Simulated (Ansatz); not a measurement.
Sr₅S₅ (the lowest singlet isomer of a short search). Total charge 0; singlet. Geometry r2SCAN-D4/def2-SVP, basis def2-TZVP, Ansatz.

```xyz
10

Sr    2.2887   -1.1378   -1.3619
Sr   -0.8096    1.0007   -1.1661
Sr   -1.1718   -2.6370   -0.2458
Sr   -1.5355    0.2067    2.4468
Sr    1.9252    1.7057    1.3309
S    -0.6621    2.5836    1.4176
S     0.8794   -1.0870    1.2666
S    -2.9455   -0.6182    0.2551
S    -0.1261   -1.6093   -2.5529
S     2.1573    1.5925   -1.3904
```

| run | HOMO (eV) | LUMO (eV) |
| --- | --- | --- |
| A | -4.89 | -1.40 |
| B | -7.70 | -0.22 |
| C | -4.97 | -1.77 |
| D | -5.35 | -1.46 |
| E | -4.52 | -1.53 |
| F | -4.40 | -1.97 |

In the def2 sets Sr takes a core potential; there is no spin–orbit coupling. LC-ωPBE has ω = 0.4 bohr⁻¹. HSE06 is defined as in plane-wave codes, on full-range PBE exchange. The structure comes from a short search, and lower isomers may exist.

The runs used HSE06, LC-ωPBE, PBE, PBE0, r2SCAN, r2SCANh. Estimate which is which.

A r2SCANh (10 % exact exchange); B LC-ωPBE (range-separated); C HSE06 (range-separated); D PBE0 (25 % exact exchange); E r2SCAN (0 % exact exchange); F PBE (0 % exact exchange). Exact exchange lowers occupied and raises empty levels; among semilocal functionals meta-GGAs tend to open the gap a little, and such runs are hard to tell apart. The gap grows from 2.43 eV (PBE) to 7.49 eV (LC-ωPBE).
